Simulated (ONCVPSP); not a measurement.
**mercury: one change to an ONCV potential, before and after**

mercury, optimised norm-conserving Vanderbilt (ONCV), made with ONCVPSP 4.0.1 (PBE, fully relativistic). Core [Kr] 4d10, reference 4f14 5s2 5p6 5d10 6s1 6p1. Waves: 5s+6s: rc 1.55 bohr, ncon 4, nbas 7, qcut 10.3 1/bohr, 3 projectors, debl 2.8 Ha; 5p+6p: rc 1.60 bohr, ncon 3, nbas 6, qcut 9.7 1/bohr, 2 projectors; 5d: rc 1.85 bohr, ncon 3, nbas 7, qcut 9.9 1/bohr, 2 projectors, debl 2.9 Ha; 4f: rc 0.50 bohr, ncon 5, nbas 10, qcut 37.5 1/bohr, 1 projector. Local part: polynomial inside 0.40 bohr (lpopt 5, dvloc0 4 Ha). Core correction: Teter function, fcfact 3.75, rcfact 1.35.

Open shells are filled in proportion to 2j + 1.

Change: core correction Teter function, fcfact 3.75, rcfact 2.02.

Cutoffs: the cutoffs (Ha) at which the residual kinetic energy of the hardest occupied pseudo-wave falls to 1 and 0.1 mHa per electron; they do not see the model core or the augmentation charge, which bear on the density cutoff. Errors are all-electron minus pseudo energies relative to the spin-unpolarised reference configuration.

Question: What does the change do?

Answer: The potential gets neither clearly harder nor softer (571 Ha and 628 Ha → 571 Ha and 628 Ha); both files keep a bound ghost (d, p, s); of the 3 tests that both files solve, the error grows in 2 and shrinks in 0 by more than 15 % and 0.3 meV (median size 0.4 → 1.6 meV). A model core, the more so a compact one, raises the density cutoff, which this test does not measure.

```csv
quantity,base,changed
"cutoff, loose",571 Ha,571 Ha
"cutoff, tight",628 Ha,628 Ha
bound ghosts,"s, p3/2, d5/2, p1/2, d3/2","s, p3/2, d5/2, p1/2, d3/2"
GHOST(+) flags under 300 eV,s at 228.4 eV,s at 228.4 eV
"largest miss of a reference level, eV",0.10,0.10
tests with a reliable result,3 of 4,3 of 4
"error for 4f14 5s2 5p6 5d10 6s2 6p0, meV [ΔE -5.97 eV]",-0.4,-1.6
"error for 4f14 5s2 5p6 5d10 6s1 6p0, meV [ΔE 4.73 eV]",+0.1,-0.1
"error for 4f14 5s2 5p6 5d10 6s0 6p0, meV [ΔE 23.72 eV]",-1.5,-6.6
s: phases at 1.57 bohr within 0.05 rad from the reference energy up to (Ha; the scan ends near 5),to the end of the scan,to the end of the scan
p3/2: phases at 1.62 bohr within 0.05 rad from the reference energy up to (Ha; the scan ends near 5),to the end of the scan,to the end of the scan
p1/2: phases at 1.62 bohr within 0.05 rad from the reference energy up to (Ha; the scan ends near 5),to the end of the scan,to the end of the scan
d5/2: phases at 1.87 bohr within 0.05 rad from the reference energy up to (Ha; the scan ends near 5),to the end of the scan,to the end of the scan
d3/2: phases at 1.87 bohr within 0.05 rad from the reference energy up to (Ha; the scan ends near 5),to the end of the scan,to the end of the scan
f7/2: phases at 0.51 bohr within 0.05 rad from the reference energy up to (Ha; the scan ends near 5),to the end of the scan,to the end of the scan
f5/2: phases at 0.51 bohr within 0.05 rad from the reference energy up to (Ha; the scan ends near 5),to the end of the scan,to the end of the scan
"rms error of d²Exc/dni dnj with the model core, mHa",4.23,3.15
```

 A true bound ghost makes a file unfit for plane-wave use even where its test errors are small: the radial tests pick states by their node count and pass the ghost by.
